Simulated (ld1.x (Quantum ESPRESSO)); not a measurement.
Before and after: TM potential for tungsten (W)

```json
{"Element": "W (Z = 74)", "Generator": "ld1.x (Quantum ESPRESSO) 7.5", "Type": "norm-conserving Troullier–Martins (Kleinman–Bylander form)", "Functional": "PBE", "Relativity": "scalar-relativistic", "Frozen core": "[Kr] 4d10 4f14", "Valence charge": "14", "Reference configuration": "5s2 5p6 5d4 6s0 6p0 (charge +2)", "Partial waves": "5p (bound): rc 1.60 bohr; 5d (bound): rc 1.70 bohr; 5s (bound): rc 1.45 bohr", "Local potential": "the s channel", "Core correction": "Bessel-smoothed model core inside 0.80 bohr"}
```

All-electron outer shells of the reference configuration (PBE, scalar-relativistic, ld1.x):

```
shell  level (eV)  outermost node (bohr)  outermost maximum (bohr)
   5s      -95.15                   0.53                      0.96
   5p      -59.30                   0.57                      1.09
   4f      -49.29                      –                      0.43
   5d      -19.88                   0.63                      1.47
   6s      -19.28                   1.27                      2.48
   6p      -12.99                   1.51                      3.11
```

Change: core correction none.

Cutoffs: the cutoffs (Ry, on a coarse ladder) from which the occupation-weighted sum of valence levels, in a spherical-Bessel basis at the reference potential, stays within 10 and 1 mRy of its value at 400 Ry; they do not see the model core or the augmentation charge, which bear on the density cutoff. Errors are all-electron minus pseudo energies relative to the spin-unpolarised reference configuration.

Problem. How do hardness, ghosts and transferability respond?

Solution. The potential gets neither clearly harder nor softer (80 Ry and 120 Ry → 80 Ry and 120 Ry); of the 7 tests that both files solve, the error grows in 0 and shrinks in 2 by more than 15 % and 0.3 meV (median size 697.0 → 710.6 meV); neither file shows a bound ghost.

| quantity | base | changed |
| --- | --- | --- |
| cutoff, loose | 80 Ry | 80 Ry |
| cutoff, tight | 120 Ry | 120 Ry |
| bound ghosts | none | none |
| error for 5s2 5p6 5d4 6s2 6p0, meV [ΔE -24.56 eV] | +1133 | +1171 |
| error for 5s2 5p6 5d4 6s1 6p0, meV [ΔE -15.68 eV] | +697 | +711 |
| error for 5s2 5p6 5d3 6s0 6p0, meV [ΔE 25.38 eV] | -15 | -5.0 |
| error for 5s1 5p6 5d4 6s2 6p0, meV [ΔE 60.86 eV] | +1683 | +1731 |
| error for 5s2 5p6 5d2 6s0 6p0, meV [ΔE 62.59 eV] | -73 | -25 |
| error for 5s2 5p6 5d4 6s0 6p1, meV [ΔE -10.23 eV] | +62 | +66 |
| error for 5s2 5p5 5d4 6s2 6p0, meV [ΔE 24.38 eV] | +1686 | +1744 |
| s: phases at 1.85 bohr within 0.05 rad from the reference energy up to (Ry; the scan ends near 5) | -2.0 | -2.0 |
| p: phases at 1.85 bohr within 0.05 rad from the reference energy up to (Ry; the scan ends near 5) | 1.5 | 1.5 |
| d: phases at 1.85 bohr within 0.05 rad from the reference energy up to (Ry; the scan ends near 5) | to the end of the scan | to the end of the scan |
